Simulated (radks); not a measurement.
Problem. The mean radii <r> (bohr) of the occupied orbitals of an atom or ion are listed with their occupations. Calculated with a radial shooting solver on a logarithmic mesh with Libxc functionals: Dirac Kohn-Sham, PBE, spin-unpolarised, spherical densities, point nucleus.

orbital  occ.      <r>
1s1/2       2  0.03185
2s1/2       2   0.1380
2p1/2       2   0.1171
2p3/2       4   0.1221
3s1/2       2   0.3790
3p1/2       2   0.3712
3p3/2       4   0.3820
3d3/2       4   0.3556
3d5/2       6   0.3591
4s1/2       2   0.9455
4p1/2       2    1.019
4p3/2       4    1.051
4d3/2     3.6    1.448
4d5/2     5.4    1.470

Name the element and its charge. Open shells, if any, are shared by 2j + 1.

Solution. Z = 46, palladium, charge +1: Pd+ in [Kr] 4d9. The 1s radius gives Z: for a bare nucleus <r> = (2 gamma + 1)/(2Z) with gamma = sqrt(1 - (Z/c)^2), 0.03135 bohr for Z = 46, and screening makes it slightly larger (0.03185 here). The occupations add up to 45, and the charge is Z minus that.
